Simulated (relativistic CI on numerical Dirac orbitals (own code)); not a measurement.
Tm⁴⁺: N4,5 absorption edge

Computed with this model: Dirac-Coulomb-Breit CI, orbitals from a KLI potential per configuration, a model potential for QED, valence Slater integrals scaled by 0.7, multiplet model of core-to-valence dipole absorption; configurations [Xe] 4f11 → [Kr] 4d9 4f12 5s2 5p6; 300 K; Lorentzian 0.3 eV and Gaussian 0.2 eV FWHM. Energies are those of the free ion, without screening or charge transfer. The branching ratio is the share of the lower-energy edge in the whole absorption, uncertain by about 0.02 where the edges overlap. S is read from ⟨S²⟩ = S(S + 1).

Field parameters in Wybourne normalisation; cubic f-shell fields have B⁴₄ = √(5/14) B⁴₀ and B⁶₄ = −√(7/2) B⁶₀. The field is a parameter set, without covalency.

Computed curve for Oh, B40 = -2530, B60 = 1030 cm⁻¹, scaled to 100 at the maximum (points under 2 are left out and the grid is thinned):

```csv
Energy (eV),Intensity
174.2,2.8
174.4,5.4
174.5,4.8
174.7,2.0
176.1,3.0
176.2,4.7
176.4,12.7
176.6,13.0
176.7,8.5
176.9,3.9
177.1,2.6
177.2,2.4
177.4,2.7
177.6,3.8
177.7,5.1
177.9,11.7
178.1,34.0
178.3,45.9
178.4,32.1
178.6,10.9
178.8,4.9
178.9,3.7
179.1,2.7
179.3,2.9
179.4,3.8
179.6,6.3
179.8,4.2
179.9,2.9
180.1,2.2
180.3,3.1
180.4,4.5
180.6,10.5
180.8,9.0
180.9,5.6
181.1,2.3
182.2,3.8
182.3,6.0
182.5,13.3
182.7,17.0
182.8,13.3
183.0,4.9
183.2,2.2
185.4,2.0
185.6,2.8
185.8,4.1
186.0,6.7
186.1,9.1
186.3,20.9
186.5,62.7
186.6,92.8
186.8,76.1
187.0,26.3
187.1,16.1
187.3,7.6
187.5,4.5
187.6,3.8
187.8,3.2
188.0,4.0
188.1,3.9
188.3,2.1
```

The ground state has S = 1.47, and the centroid lies at 182.92 eV.
